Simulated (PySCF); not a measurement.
**Orbital energies, ionisation energy and electron affinity**

Compound: C2HBrS.
Atom-mapped SMILES: `[S:1]=[C:2]=[CH:3][Br:4]` (hydrogens: H5 on C3)

Level: PBE0/def2-SVPD (PySCF). Frontier orbitals with their largest atomic shares (Löwdin; up to four atoms above 4 %):

```tsv
orbital	ε (eV)	main atoms
HOMO−3	-9.65	S1 51 %, C2 31 %, Br4 8 %, C3 7 %
HOMO−2	-9.18	Br4 57 %, S1 21 %, C2 12 %, C3 10 %
HOMO−1	-8.71	Br4 84 %, C3 10 %
HOMO	-6.67	?
LUMO	-3.09	S1 38 %, C2 35 %, Br4 15 %, C3 10 %
LUMO+1	-0.35	C2 30 %, C3 29 %, S1 27 %, Br4 9 %
LUMO+2	0.02	Br4 48 %, C3 18 %, S1 14 %, H5 10 %
```

Q: What vertical ionisation energy does ΔSCF give, and how far is −ε(HOMO) from it?

A: ΔSCF: 8.70 eV (839 kJ/mol; threshold wavelength 143 nm); ⟨S²⟩ of the doublet left behind is 0.767, against 0.75 for a pure doublet. −ε(HOMO) is 6.67 eV, 2.03 eV below it. In exact Kohn–Sham theory the two would be equal; PBE0 (global hybrid, 25 % exact exchange) falls short of its own ΔSCF value by 23 %.

Q: On which atoms does the HOMO lie?

A: S1 (sulfur bonded to C) 35 %, C3 (outer carbon of cumulated double bonds) 24 %, Br4 (vinyl bromine) 22 %, C2 (central carbon of cumulated double bonds) 18 %, so no atom holds as much as 40 %. The HOMO−1 lies 2.04 eV lower.

Q: And the vertical electron affinity, the fundamental gap, Mulliken's electronegativity and the hardness (with the factor ½)?

A: EA = 1.20 eV by ΔSCF (−ε(LUMO) = 3.09 eV). IE − EA = 7.50 eV against an orbital gap of 3.58 eV; (IE + EA)/2 = 4.95 eV; (IE − EA)/2 = 3.75 eV. Parr's electrophilicity index (IE + EA)²/[8(IE − EA)] is 1.63 eV.

Q: With α = 70.6 au, estimate the like-pair dispersion coefficient by London's formula C6 = (3/4)α²I.

A: I = 0.3196 Eh, so C6 ≈ 1200 au, a rough estimate.

Q: What total energies stand behind the ΔSCF value?

A: E(N) = -3048.08771 Eh and E(N − 1) = -3047.76814 Eh at the same geometry, 0.31957 Eh apart. With one more electron, E(N + 1) = -3048.13192 Eh.

Q: What kinetic energy would electrons from this vertical process carry with He II light (40.814 eV)?

A: 40.81 − 8.70 = 32.11 eV.

Q: How many of the 10 lowest singlet excitations (vertical TDDFT, same level) lie below the ionisation energy?

A: All 10; they run from 1.92 to 6.99 eV.

Isolated species at its PBE0-D3(BJ)/def2-SVP geometry, gas phase. The calculation is non-relativistic, for bromine too.

The run behind these numbers computed excited states and ΔSCF ions as well. Hardware: an x86-64 server with one thread, on a shared host. Cost: 22 s of wall time.
